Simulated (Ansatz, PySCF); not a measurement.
Energy difference R1 → P1 + P2, each structure at its B3LYP-D3(BJ)/def2-TZVP stationary point, reached from a drawn start (curvature not checked).
P1, C2H4 (SMILES C=C) (charge 0, multiplicity 1):
```xyz
6

C      0.0000     0.0000     0.6623
C      0.0000     0.0000    -0.6623
H      0.0000     0.9216     1.2318
H      0.0000    -0.9216     1.2318
H      0.0000     0.9216    -1.2318
H      0.0000    -0.9216    -1.2318
```
P2: H atom, charge 0, multiplicity 2.
R1: C2H5 (SMILES [CH2]C), charge 0, multiplicity 2.

P less R. No zero-point or thermal terms; singlets are restricted closed shells; open shells are unrestricted.

Correlated levels freeze the cores.

Run with Ansatz (Gaussian basis) for Hartree–Fock, density functionals and correlated methods; PySCF for M06-2X. No computed number here is a measurement.

```csv
level,reaction energy (eV)
revPBE/def2-TZVPP,1.741
r2SCAN/def2-TZVPP,1.997
B3LYP/def2-TZVPP,1.822
PBE0/def2-TZVPP,1.888
BHLYP/def2-TZVPP,1.947
M06-2X/def2-TZVPP,1.764
wB97X-V/def2-TZVPP,?
MP2/cc-pVTZ,?
MP2/cc-pVQZ,?
```

**Question.** Complete the blanks.

**Answer.** 
- wB97X-V/def2-TZVPP, reaction energy (eV): 1.842
- MP2/cc-pVTZ, reaction energy (eV): 1.619
- MP2/cc-pVQZ, reaction energy (eV): 1.618

Ansatz is a program for electronic structure.
